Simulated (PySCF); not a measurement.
**Calculated NMR parameters of CO/C(=C/F)OC(F)(F)F**

| Quantity | Value |
| --- | --- |
| Formula | C4H4F4O2 |
| SMILES | CO/C(=C/F)OC(F)(F)F |
| Point group of the computed structure | C1 |
| Degrees of unsaturation | 1 |
| Carbon signals | 4 |
| Proton signals | 2 |

Atom-mapped SMILES (the numbers label the heavy atoms): `[CH3:1][O:2]/[C:3](=[CH:4]/[F:5])[O:6][C:7]([F:8])([F:9])[F:10]`. Each H is labelled by its parent atom.

Calculated, not measured (PySCF): PBE0/pcSseg-1 with gauge-including orbitals, geometry from GFN2-xTB. Equivalent nuclei averaged, no solvent model, no relativistic terms, single conformer.

Referencing at the same level of theory: 1H, 13C against TMS; CFCl3 for 19F; H2O for 17O.

| carbon | δC, type | δH (multiplicity) | HMBC from (2–3 bonds) | span of the C tensor (ppm) |
| --- | --- | --- | --- | --- |
| C1 | 56.1, CH3 | 3.71 (s) | – | 83 |
| C3 | 159.5, C | – | H(C4), H(C1) | 125 |
| C4 | 126.4, CH | 6.33 (m) | – | 84 |
| C7 | 128.9, C | – | – | 8 |

Other nuclei:
```
    atoms  nucleus                environment  δ (ppm)  σ (ppm)
F8/F9/F10      19F  fluorine of an OCF3 group    -67.4    238.3
       F5      19F           vinylic fluorine   -214.6    385.6
       O6      17O               ether oxygen    164.1    171.9
       O2      17O               ether oxygen     86.3    249.8
```

1. Carbon types of the structure: 2 × C, 1 × CH, 1 × CH3, which accounts for all hydrogens.
2. δC 159.5: alkene carbon bearing oxygen; an sp2 carbon further deshielded by the attached heteroatom.
3. δC 128.9: CF3 carbon; 4 electronegative neighbours deshield it.
4. δC 126.4: β carbon of an enol-ether or enamine type C=C.
5. δC 56.1: methyl carbon bonded to O; deshielded by the electronegative neighbour.
6. δH 6.33: hydrogen on a β carbon of an enol-ether or enamine type C=C; a vinylic proton, deshielded by the sp2 carbon and the C=C anisotropy.

Splittings by 19F in the carbon and heteronuclear signals aren't shown, as no couplings were computed. Shifts are as computed. Against solution values, carbons near 30 ppm lie about +3 ppm off and those near 130 ppm about +5 ppm. Of 1309 compounds with measured shifts, 239 miss one by over three times the rms of a fit or turn the order of signals round; such compounds aren't used in these exercises. Unscaled 19F shifts against computed CFCl3 carry errors that often reach 10 to 50 ppm. Experimental scales use liquid or dissolved standards, which lie at an offset from isolated H2O (liquid H2O: subtract about 36 ppm). No couplings were computed; multiplicities are counted from neighbouring protons, with m where these are inequivalent, close in shift, in a saturated or five-membered ring or joined by F or P, and br s for small geminal =CH2 splittings.
